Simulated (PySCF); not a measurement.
Vertical excitations of a molecule CH₈OSi₂ from PySCF with TDA-LC-ωPBE/def2-SVPD, as energy in eV (oscillator strength): 7.74 (0.002), 7.96 (0.000), 8.58 (0.000), 8.77 (0.032), 8.79 (0.031), 9.04 (0.146), 9.08 (0.114), 9.25 (0.014), 9.30 (0.235), 9.42 (0.001). Lowest triplet (TDA): 7.23 eV. Geometry: PBE0-D3(BJ)/def2-SVP. Other conformers were not sampled.

### Question
Which structure fits?
A) C[SiH2][SiH2]O
B) C[Si@@H](O)[SiH3]
C) CO[SiH2][SiH3]
D) C[SiH2]O[SiH3]

### Answer
D, C[SiH2]O[SiH3]
